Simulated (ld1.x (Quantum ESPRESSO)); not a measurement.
PBE TM dataset for samarium, scalar-relativistic all-electron reference.

Input for ld1.x (Quantum ESPRESSO) 7.5:

```
&input
   title='Sm', zed=62., rel=1, dft='PBE', iswitch=3,
   config='[Xe] 4f6 5d0 6s1 6p1',
   nld=4, rlderiv=4.25, eminld=-5.0, emaxld=5.0, deld=0.02
 /
 &inputp
   pseudotype=2, tm=.true., lloc=0,
   nlcc=.false.,
   file_pseudopw='Sm.UPF', file_wfcaegen='ae.wfc', file_wfcncgen='nc.wfc', file_beta='beta', file_chi='chi'
 /
4
5P  2  1   6.00   0.00  2.20  2.20  0.0
5D  3  2   0.00   0.00  3.90  3.90  0.0
4F  4  3   6.00   0.00  1.30  1.30  0.0
5S  1  0   2.00   0.00  2.45  2.45  0.0
 &test
   configts(1)='4f6 5s2 5p6 5d0 6s1 6p1'
 /
```

Command:

```bash
ld1.x < Sm.in > Sm.out
```

The program printed (shortened: banner, matrices, multipoles, cross overlaps and the repeated all-electron block are left out):

```
[... start of the log left out ...]

      Wfc   5P  rcut= 2.221  Using Troullier-Martins method

      Wfc   5D  rcut= 3.947  Using Troullier-Martins method

      Wfc   4F  rcut= 1.314  Using Troullier-Martins method

     ------------------- End of pseudopotential generation -------------------

     Computing logarithmic derivative in   4.22760

       Warning: n=4, l=3 expected 0 nodes, found 1
       Setting wfc to zero for this iteration
       (This warning will only be printed once per wavefunction)

       Warning: n=1, l=0 expected 0 nodes, found 1
       Setting wfc to zero for this iteration
       (This warning will only be printed once per wavefunction)

       Warning: n=2, l=1 expected 0 nodes, found 1
       Setting wfc to zero for this iteration
       (This warning will only be printed once per wavefunction)

       Warning: n=2, l=0 expected 1 nodes, found 0
       Setting wfc to zero for this iteration
       (This warning will only be printed once per wavefunction)

     [... 2 repeated lines left out ...]
       (This warning will only be printed once per wavefunction)

 %%%%%%%%%%%%%%%%%%%%%%%%%%%%%%%%%%%%%%%%%%%%%%%%%%%%%%%%%%%%%%%%%%%%%%%%%%%%%%
     Error in routine run_pseudo (1):
     Errors in PS-KS equation
 %%%%%%%%%%%%%%%%%%%%%%%%%%%%%%%%%%%%%%%%%%%%%%%%%%%%%%%%%%%%%%%%%%%%%%%%%%%%%%

     stopping ...
```

The run stopped because the pseudo-atom solver did not find the valence states with the expected number of nodes, which is the usual sign of a ghost state.

The run took about 0.59 s on one core of a shared server CPU.
